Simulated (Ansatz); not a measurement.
Molecule: C4H2ISe, charge 0, multiplicity 2. It need not be the lowest isomer of its formula. 
Structure (B3LYP-D3(BJ)/def2-TZVP (Ansatz, a program for electronic structure) minimum search):
SMILES: Ic1[c]c[se]c1
```xyz
8

I      1.8499    -0.9249     0.4583
C     -0.0436    -0.1381     0.0306
C     -1.2180    -0.9152     0.0926
C     -2.4005    -0.3732    -0.1876
Se    -2.1025     1.4565    -0.6258
C     -0.2738     1.1507    -0.3302
H     -3.3928    -0.7899    -0.1973
H      0.4454     1.9440    -0.4503
```
Charge 0, spin multiplicity 2.

Total electronic energies in hartree. Valence correlation only, unless marked. UHF or UKS for open shells. No spin-orbit coupling. Frozen are the shells of the preceding noble gas and the d and f shells that filled before the atom's block. Past Kr the def2 sets carry scalar-relativistic core potentials. STO-3G rows are all-electron and non-relativistic. CBS marks a two-point X^-3 extrapolation of the correlation energy; Hartree-Fock from the larger set.

The UHF reference is spin-contaminated (<S^2> 0.45 over the pure value in the largest basis). 

| level | program | energy (Eh) |
|---|---|---|
| BLYP-D3(BJ)/def2-TZVPD | Ansatz + dftd3 | -2852.78759 |
| r2SCAN/def2-TZVPD | Ansatz | -2852.85918 |
| B97M-V/def2-TZVPD | Ansatz | -2852.39296 |
| PBE0-D3(BJ)/def2-TZVPD | Ansatz + dftd3 | -2852.39259 |
| r2SCANh-D4/def2-TZVPD | Ansatz + dftd4 | -2852.83905 |
| LC-wPBE-D3(BJ)/def2-TZVPD | Ansatz + dftd3 | -2852.42587 |
| LC-wPBE/def2-TZVPD | Ansatz | -2852.41441 |
| B2PLYP-D3(BJ)/def2-TZVPD | Ansatz + dftd3 | -2852.02241 |
| B2PLYP/def2-TZVPD | Ansatz | -2852.01210 |
| RPA@PBE/def2-QZVPP | Ansatz | -2850.62496 |
| MP2/CBS(def2-TZVPP,def2-QZVPP) | Ansatz | -2850.1251 |
| RI-MP2/def2-QZVPP | Ansatz | -2850.07383 |
| CCSD/STO-3G | Ansatz | -9375.23446 |
| CCSD(T)/STO-3G | Ansatz | -9375.24243 |
| CCSD(T)/CBS(def2-TZVPP,def2-QZVPP) | Ansatz | -2850.2270 |

Totals of different functionals don't rank their quality; only differences between species are comparable.
